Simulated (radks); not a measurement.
All-electron atom: Re XIX in [Kr] 4d10 4f11 (the NIST ground configuration).

All-electron calculation, scalar-relativistic Kohn-Sham, LDA (Slater exchange, VWN5 correlation), spin-polarised, spherical densities, finite nucleus; open shells are filled with parallel spins first (spin-orbit coupling, left out, can overturn this in heavy ions); Fermi nuclear charge, rms radius 5.3698 fm. Program: a radial shooting solver on a logarithmic mesh with Libxc functionals.

Energy parts (hartree):
| part | energy |
|---|---|
| total | -16558.1680 |
| kinetic | 18296.6534 |
| electron-nucleus | -40078.1371 |
| Hartree | 5528.1344 |
| exchange-correlation | -304.8188 |

Orbitals (lengths in bohr, moments of r in powers of bohr):
| orbital | occ. | eigenvalue (hartree) | <r> | <r^4> |
|---|---|---|---|---|
| 1s down | 1 | -2646.473 | 0.01805 | 5.471e-07 |
| 1s up | 1 | -2646.473 | 0.01805 | 5.471e-07 |
| 2s up | 1 | -472.0454 | 0.07627 | 0.00008183 |
| 2s down | 1 | -472.0410 | 0.07626 | 0.00008182 |
| 2p up | 3 | -414.2679 | 0.06835 | 0.00006455 |
| 2p down | 3 | -414.2646 | 0.06835 | 0.00006454 |
| 3s up | 1 | -121.3795 | 0.1975 | 0.002994 |
| 3s down | 1 | -121.2939 | 0.1975 | 0.002990 |
| 3p up | 3 | -104.3295 | 0.1979 | 0.003226 |
| 3p down | 3 | -104.2436 | 0.1978 | 0.003220 |
| 3d up | 5 | -84.93862 | 0.1791 | 0.002484 |
| 3d down | 5 | -84.87158 | 0.1790 | 0.002477 |
| 4s up | 1 | -37.34382 | 0.4359 | 0.06586 |
| 4s down | 1 | -37.20096 | 0.4361 | 0.06600 |
| 4p up | 3 | -31.66170 | 0.4608 | 0.08497 |
| 4p down | 3 | -31.52379 | 0.4611 | 0.08523 |
| 4d up | 5 | -24.52555 | 0.4833 | 0.1118 |
| 4d down | 5 | -24.39116 | 0.4839 | 0.1124 |
| 4f up | 7 | -16.52611 | 0.5038 | 0.1601 |
| 4f down | 4 | -16.38769 | 0.5053 | 0.1627 |
| 5s up | 0 | -16.18998 | 0.8819 | 1.018 |
| 5s down | 0 | -16.11455 | 0.8839 | 1.027 |
| 5p up | 0 | -14.24641 | 0.9485 | 1.377 |
| 5p down | 0 | -14.17939 | 0.9511 | 1.392 |

The highest occupied level is 4f down at -445.93 eV. For comparison, the ionisation energy in NIST's Atomic Spectra Database is 476 eV (theoretical). In exact Kohn-Sham theory the highest level is minus the ionisation energy, but local and semilocal functionals leave it too shallow, through self-interaction and a potential that decays too fast; potentials with the right tail come closer. Summed over all electrons, <r^2> = 8.647 bohr^2, which gives a Langevin (diamagnetic) susceptibility term of -6.85 x 10^-6 cm^3/mol. The electron density at the nucleus is 1.641e+06 e/bohr^3 (large components only). Spin moment in Bohr magnetons: 3. The density falls to 0.001 e/bohr^3 at r = 1.59 bohr.
